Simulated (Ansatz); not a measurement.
Geometry optimisation, RKS BLYP-D4/def2-SVP (Ansatz 0.2.0).

input.yaml

```yaml
crystal:
  periodic: [false, false, false]
  atoms:
    - { symbol: B, position_ang: [0.003564, -0.412138, -0.421114] }
    - { symbol: Cl, position_ang: [0.006544, 0.108522, 2.593784] }
    - { symbol: F, position_ang: [1.15271, 0.200128, -0.654908] }
    - { symbol: F, position_ang: [-1.146317, 0.166576, -0.726284] }
    - { symbol: F, position_ang: [0.006784, -1.656076, 0.051279] }
    - { symbol: H, position_ang: [0.097016, -1.136212, 2.107943] }
basis:
  gaussian: { orbitals: def2-SVP }
hamiltonian:
  xc: blyp
  dispersion: d4
relax:
  f_tol: 0.03
  max_steps: 50
```

Launched with:

```bash
$ ansatz run input.yaml --threads 1 --pin off --max-ram 2048MiB --backend cpu --events-out ev --progress --plain --runs-dir out
```

Question: Where does it end, and by what steps?

Answer: It converged. After 7 steps the energy has fallen by 0.035 eV; H6 moved furthest, 0.27 Å.

```json
{"step": "0", "energy less start (eV)": "0.0000", "largest force component (eV/Å)": "0.896", "accepted": "yes"}
{"step": "1", "energy less start (eV)": "-0.0220", "largest force component (eV/Å)": "0.486", "accepted": "yes"}
{"step": "2", "energy less start (eV)": "-0.0150", "largest force component (eV/Å)": "0.608", "accepted": "no"}
{"step": "3", "energy less start (eV)": "-0.0272", "largest force component (eV/Å)": "0.528", "accepted": "yes"}
{"step": "4", "energy less start (eV)": "-0.0288", "largest force component (eV/Å)": "0.370", "accepted": "yes"}
{"step": "5", "energy less start (eV)": "-0.0317", "largest force component (eV/Å)": "0.064", "accepted": "yes"}
{"step": "6", "energy less start (eV)": "-0.0339", "largest force component (eV/Å)": "0.040", "accepted": "yes"}
{"step": "7", "energy less start (eV)": "-0.0348", "largest force component (eV/Å)": "0.009", "accepted": "yes"}
```

```xyz
6
Properties=species:S:1:pos:R:3
B 0.014 -0.405 -0.470
Cl 0.013 0.115 2.546
F 1.153 0.222 -0.725
F -1.147 0.188 -0.703
F 0.037 -1.676 -0.066
H 0.051 -1.173 2.369
```

Whether the end is a true minimum wasn't checked by a vibrational analysis.

Time of the run: 16 s on 1 thread of Arm Neoverse V2 (shared host), peak memory 0.14 GiB.
